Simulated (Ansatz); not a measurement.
Species: C$_{4}$H$_{11}$Si (charge 0, doublet). It need not be the lowest isomer of its formula. 
Structure (B3LYP-D3(BJ)/def2-TZVP (Ansatz, a first-principles code) minimum search):
```xyz
16

C     -0.6486     1.4244     0.5922
C     -0.3447     0.0159     0.2679
C      0.0417    -0.7907     1.5191
C     -1.5048    -0.6646    -0.4780
Si     1.1732     0.0932    -0.9026
H     -0.1325     1.9290     1.3980
H     -1.2659     2.0214    -0.0656
H     -0.8113    -0.8556     2.2004
H      0.8655    -0.3217     2.0606
H      0.3431    -1.8076     1.2598
H     -1.2404    -1.6785    -0.7851
H     -1.7915    -0.1051    -1.3705
H     -2.3818    -0.7276     0.1722
H      0.8311     0.8647    -2.1206
H      1.5867    -1.2776    -1.3094
H      2.3103     0.7441    -0.2104
```
Charge 0, spin multiplicity 2.

Total electronic energies in hartree. Correlated levels leave the core frozen unless marked. Open shells are spin-unrestricted. No spin-orbit coupling. Non-relativistic. CBS(X,Y): correlation extrapolated as X^-3; Hartree-Fock from the larger set. [CCSD(T)-MP2]/basis is that difference in the basis named.

```json
[
 {"level": "HF/STO-3G", "program": "Ansatz", "energy (Eh)": "-441.59092"},
 {"level": "HF/cc-pV(Q+d)Z", "program": "Ansatz", "energy (Eh)": "-446.84180"},
 {"level": "r2SCAN/def2-TZVPD", "program": "Ansatz", "energy (Eh)": "?"},
 {"level": "B3LYP-D4/def2-TZVPD", "program": "Ansatz + dftd4", "energy (Eh)": "-448.59197"},
 {"level": "B3LYP/def2-TZVPD", "program": "Ansatz", "energy (Eh)": "-448.57035"},
 {"level": "HSE06-D4/def2-TZVPD", "program": "Ansatz + dftd4", "energy (Eh)": "-448.20844"},
 {"level": "CCSD/6-31G", "program": "Ansatz", "energy (Eh)": "-447.10148"},
 {"level": "CCSD(T)/6-31G*", "program": "Ansatz", "energy (Eh)": "-447.41279"},
 {"level": "RI-MP2/CBS(cc-pV(T+d)Z,cc-pV(Q+d)Z)+[CCSD(T)-MP2]/cc-pV(T+d)Z", "program": "Ansatz", "energy (Eh)": "-447.8427"}
]
```

Problem. Complete the blanks.

Solution. 
- r2SCAN/def2-TZVPD, energy (Eh): -448.41153
